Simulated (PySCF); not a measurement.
Species: C₅H₁₃S₂Si (charge +1).
SMILES with atom numbers: `[SiH3:1][S:2][CH2:3][S+:4]1[CH2:5][CH2:6][CH2:7][CH2:8]1`

Probes without a nucleus sit at each ring's centroid and 1 Å off its mean plane on both sides; NICS is minus the shielding there, NICSzz its component along the normal. Level: GIAO PBE0/pcSseg-1 (PySCF, non-relativistic, gas phase) on the GFN2-xTB geometry, one conformer.

Ring bond lengths (Å), with Mayer bond orders in brackets: S4–C5 1.830 (0.93), C5–C6 1.519 (1.00), C6–C7 1.523 (1.02), C7–C8 1.522 (1.01), C8–S4 1.828 (0.92).

**Question.** What do the NICS probes read (ppm)?

**Answer.** 
```tsv
ring	type	NICS(0)	NICS(1), two faces	NICS(1)zz, two faces	rms pucker (Å)	centre to ring atoms, mean (Å)
S4–C5–C6–C7–C8	5-membered ring with S; formal bonds all single	-8.5	-5.3 / -5.5	-7.3 / -5.0	0.20	1.37
```

**Question.** What can be read from them?

**Answer.** 
- S4–C5–C6–C7–C8: mean NICS(1)zz -6.1 ppm, shielded. C5, C6, C7, C8 have four or more neighbours, and the NICS criterion for π rings isn't applied.

**Question.** What field does 14.1 T along the ring normal induce along that normal at the first NICS(1) probe listed for ring S4–C5–C6–C7–C8, 1 Å off the ring?

**Answer.** NICSzz × B0 = -7.3 ppm × 14.1 T = -103 μT, against the applied field.

**Question.** List the ring angles and the Hirshfeld charges of the ring atoms.

**Answer.** 
- S4–C5–C6–C7–C8: S4 93.4° (+0.359 e), C5 105.9° (-0.035 e), C6 105.6° (-0.053 e), C7 106.7° (-0.052 e), C8 107.1° (-0.043 e); sum 518.7° against 540° for a flat convex ring.

**Question.** What are the shieldings of the ring atoms and their hydrogens in the same run (means over atoms taken as equivalent)?

**Answer.** 
```tsv
atoms	environment	σ isotropic (ppm)	principal values of the symmetric part, first atom (ppm)
S4	sulfonium sulfur	397.9	238.5, 453.5, 501.8
C5 (×2)	sp3 carbon bound to sulfur	136.1	96.3, 140.0, 167.1
C6 (×2)	ring CH2 carbon	154.2	124.9, 166.7, 173.7
H on C5 (×2)	methylene hydrogen	28.26	22.3, 25.8, 37.3
H on C5 (×2)	methylene hydrogen	27.91	23.0, 26.5, 35.8
H on C6 (×2)	methylene hydrogen	29.33	25.7, 27.8, 36.2
H on C6 (×2)	methylene hydrogen	29.25	23.2, 25.5, 38.0
```

Time: 59 s of wall time (grids of density and orbitals included). Hardware: an Arm Neoverse V1 with one thread, no GPU, shared host. This is the whole shielding run at PBE0/pcSseg-1, SCF included.
